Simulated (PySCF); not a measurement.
Species: C6H13O2P.
SMILES with atom numbers: `[CH3:1][O:2][C@@H:3]1[CH2:4][C@H:5]([CH3:6])[CH2:7][P@@H:8]1=[O:9]`

Cartesian coordinates in Å at the GFN2-xTB level; atoms count from 1:
```xyz
22
C6H13O2P angstrom
C      2.924   -0.012    1.187
O      1.533    0.131    1.335
C      0.892    0.395    0.125
C     -0.596    0.659    0.344
C     -1.310    0.458   -0.994
C     -2.824    0.569   -0.860
C     -0.879   -0.917   -1.507
P      0.880   -1.098   -1.015
O      1.256   -2.398   -0.457
H      3.161   -0.799    0.460
H      3.383    0.929    0.856
H      3.315   -0.286    2.164
H      1.364    1.253   -0.386
H     -0.959   -0.070    1.072
H     -0.762    1.659    0.745
H     -0.957    1.225   -1.693
H     -3.305    0.407   -1.821
H     -3.196   -0.174   -0.158
H     -3.102    1.556   -0.497
H     -1.033   -1.038   -2.580
H     -1.421   -1.713   -0.988
H      1.626   -0.719   -2.138
```

NICS is the negative of the GIAO shielding at a point without a nucleus: at the ring centre (0) and 1 Å above and below it (1); zz is the component along the ring normal. Level: GIAO PBE0/pcSseg-1 (PySCF, non-relativistic, gas phase) on the GFN2-xTB geometry, one conformer.

Ring bond lengths (Å), with Mayer bond orders in brackets: C3–C4 1.527 (1.01), C4–C5 1.530 (0.97), C5–C7 1.530 (0.99), C7–P8 1.836 (0.93), P8–C3 1.879 (0.82).

Q: Give the NICS values of each ring in ppm.

A: 
```tsv
ring	type	NICS(0)	NICS(1), two faces	NICS(1)zz, two faces	rms pucker (Å)	centre to ring atoms, mean (Å)
C3–C4–C5–C7–P8	5-membered ring with P; formal bonds all single	-5.0	-3.0 / -5.4	1.7 / -3.9	0.20	1.38
```

Q: What do they say, and how far can they be read as aromaticity?

A: 
- C3–C4–C5–C7–P8: mean NICS(1)zz -1.1 ppm, near zero. C3, C4, C5, C7, P8 have four or more neighbours; no verdict on aromaticity is drawn. The two faces differ by 5.6 ppm, so no symmetry operation interchanges them.

Q: What field does 14.1 T along the ring normal induce along that normal at the second NICS(1) probe listed for ring C3–C4–C5–C7–P8, 1 Å off the ring?

A: NICSzz × B0 = -3.9 ppm × 14.1 T = -55 μT, against the applied field.

Q: Give the inner angles of the rings and the Hirshfeld charges of the ring atoms.

A: 
- C3–C4–C5–C7–P8: C3 102.6° (+0.001 e), C4 107.8° (-0.077 e), C5 106.2° (-0.019 e), C7 105.6° (-0.115 e), P8 95.2° (+0.397 e); sum 517.5° against 540° for a flat convex ring.

Q: What are the shieldings of the ring atoms and their hydrogens in the same run (means over atoms taken as equivalent)?

A: 
```json
{"atoms": "C3", "environment": "sp3 carbon bound to oxygen", "σ isotropic (ppm)": "103.5", "principal values of the symmetric part, first atom (ppm)": "74.9, 91.8, 143.7"}
{"atoms": "C4", "environment": "ring CH2 carbon", "σ isotropic (ppm)": "142.8", "principal values of the symmetric part, first atom (ppm)": "115.4, 143.1, 169.7"}
{"atoms": "C5", "environment": "sp3 CH carbon", "σ isotropic (ppm)": "158.9", "principal values of the symmetric part, first atom (ppm)": "147.2, 161.3, 168.3"}
{"atoms": "C7", "environment": "sp3 carbon bound to phosphorus", "σ isotropic (ppm)": "145.7", "principal values of the symmetric part, first atom (ppm)": "116.5, 147.0, 173.6"}
{"atoms": "P8", "environment": "phosphoryl phosphorus", "σ isotropic (ppm)": "313.5", "principal values of the symmetric part, first atom (ppm)": "187.4, 259.9, 493.2"}
{"atoms": "H13", "environment": "methine hydrogen", "σ isotropic (ppm)": "28.52", "principal values of the symmetric part, first atom (ppm)": "25.6, 29.3, 30.7"}
{"atoms": "H14", "environment": "methylene hydrogen", "σ isotropic (ppm)": "30.09", "principal values of the symmetric part, first atom (ppm)": "26.5, 30.6, 33.2"}
{"atoms": "H15", "environment": "methylene hydrogen", "σ isotropic (ppm)": "29.57", "principal values of the symmetric part, first atom (ppm)": "24.7, 29.1, 34.9"}
{"atoms": "H16", "environment": "methine hydrogen", "σ isotropic (ppm)": "30.59", "principal values of the symmetric part, first atom (ppm)": "26.8, 29.0, 36.0"}
{"atoms": "H20", "environment": "methylene hydrogen", "σ isotropic (ppm)": "29.43", "principal values of the symmetric part, first atom (ppm)": "25.6, 27.7, 35.0"}
{"atoms": "H21", "environment": "methylene hydrogen", "σ isotropic (ppm)": "30.35", "principal values of the symmetric part, first atom (ppm)": "26.9, 29.3, 34.9"}
{"atoms": "H22", "environment": "P–H hydrogen", "σ isotropic (ppm)": "24.05", "principal values of the symmetric part, first atom (ppm)": "20.9, 21.9, 29.3"}
```
